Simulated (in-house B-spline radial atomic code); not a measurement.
Results of a calculation; reference values are marked as such.
# Weak and strong correlation along the adiabatic connection

Two-electron singlets in several external potentials (atomic units), by full CI in B-splines with partial waves to l = 8 (correlation energies up to 0.6 % small). The repulsion is scaled by λ at fixed density; W(λ) is the mean repulsion less the Hartree energy, W(0) = E_x, and the area under W from 0 to 1 is E_xc.

One system gave this curve:

| λ | W (hartree) |
| --- | --- |
| 0 | -2.0313 |
| 0.02 | -2.0333 |
| 0.05 | -2.0362 |
| 0.12 | -2.0429 |
| 0.25 | -2.0551 |
| 0.4 | -2.0687 |
| 0.6 | -2.0861 |
| 0.8 | -2.1027 |
| 1 | -2.1185 |
| 1.4 | -2.1482 |
| 2 | -2.1882 |
| 3 | -2.2448 |
| 4.5 | -2.3121 |
| 7 | -2.3931 |
| 10 | -2.4598 |

Which system is it?
A. −V exp(−r²/w²), V = 21.6, w = 3.07
B. −Z/r, Z = 2, wall at 1 bohr
C. −Z/r, Z = 13
D. −Z/r, Z = 1, wall at 6 bohr

B. The exchange energy sets the size: −Z/r, Z = 2, wall at 1 bohr: E_x = -2.03, E_c = -0.0453; −Z/r, Z = 13: E_x = -7.9, E_c = -0.0457; −V exp(−r²/w²), V = 21.6, w = 3.07: E_x = -1.08, E_c = -0.0432; −Z/r, Z = 1, wall at 6 bohr: E_x = -0.463, E_c = -0.0363 hartree.
